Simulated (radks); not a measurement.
Values are calculated unless marked as measured or tabulated.
The mean radii <r> (bohr) of the occupied orbitals of an atom or ion are listed with their occupations. Level of theory: non-relativistic Kohn-Sham, PBE, spin-polarised, spherical densities, point nucleus (a radial shooting solver on a logarithmic mesh with Libxc functionals).

orbital  occ.      <r>
1s down     1  0.05691
1s up       1  0.05691
2s up       1   0.2588
2s down     1   0.2585
2p up       3   0.2264
2p down     3   0.2260
3s up       1   0.7828
3s down     1   0.7850
3p up       3   0.8188
3p down     3   0.8228
3d up       5    1.003
3d down     2    1.039

Name the element and its charge. Open shells, if any, are filled with parallel spins first.

Answer. Z = 27, cobalt, charge +2: Co2+ in [Ar] 3d7. The 1s radius gives Z: for a bare nucleus <r> = 1.5/Z, 0.05556 bohr for Z = 27, and screening makes it slightly larger (0.05691 here). The occupations add up to 25, and the charge is Z minus that.
